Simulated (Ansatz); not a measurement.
Cartesian coordinates (Å):
SMILES: [SiH2]([C]=O)O
```xyz
7

O      2.3642    -0.8810     0.1563
C      1.2082    -0.7531     0.2786
Si    -0.1772     0.5100    -0.0918
O     -1.4938    -0.3861    -0.4687
H      0.0080     1.4352    -1.2350
H     -0.2791     1.2242     1.2064
H     -1.6847    -1.1419     0.0907
```
Charge 0, spin multiplicity 2.

All values below come from frozen-core CCSD(T)/def2-TZVPP // PBE0-D4/def2-TZVP (Ansatz, a quantum-chemistry and plane-wave program).

```json
{
  "HF energy": "-478.37055 Ha",
  "MP2 correlation energy": "-0.71762 Ha"
}
```

Task: Estimate the CCSD correlation energy, the (T) correction, the total energy and the T1 diagnostic.

Result: 
The CCSD correlation energy is -0.74007 Ha and the (T) correction is -0.03020 Ha. The CCSD(T) total energy is -479.14082 Ha. The T1 diagnostic is 0.018.
